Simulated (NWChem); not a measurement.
System: NbHOF$_{4}$; SMILES [OH][Nb]([F])([F])([F])[F]

NWChem input:

```
start job
memory heap 200 mb stack 900 mb global 1100 mb
geometry units angstroms noautoz
  Nb     0.000000     0.000000     0.010187
  F      1.576626    -0.989327     0.070116
  F      0.068469     1.860062     0.070116
  F     -1.645095    -0.870735     0.070116
  F      0.000000     0.000000     1.899561
  O      0.000000     0.000000    -1.867018
  H      0.000000     0.000000    -2.836149
end
basis spherical
  Nb library def2-svpd
  F library def2-svpd
  O library def2-svpd
  H library def2-svpd
end
ecp
  Nb library def2-ecp
end
dft
  xc xpbe96 cpbe96
  iterations 150
  mulliken
end
task dft energy
```

The geometry was optimised at PBE-D3(BJ)/def2-SVP. Not confirmed as a minimum by frequencies. def2 effective core potentials on Nb; no spin-orbit coupling.

Question: What results follow from this input? (PBE/def2-SVPD with def2 effective core potentials on Nb.) Quantities: basis functions; energy (Ha); highest occupied level (eV); orbital gap (eV); dipole (D).

Answer: 
```yaml
number_of_basis_functions: 157
energy (Ha): -531.74
highest occupied level (eV): -9.04
orbital gap (eV): 5.34
dipole (D): 3.39
```
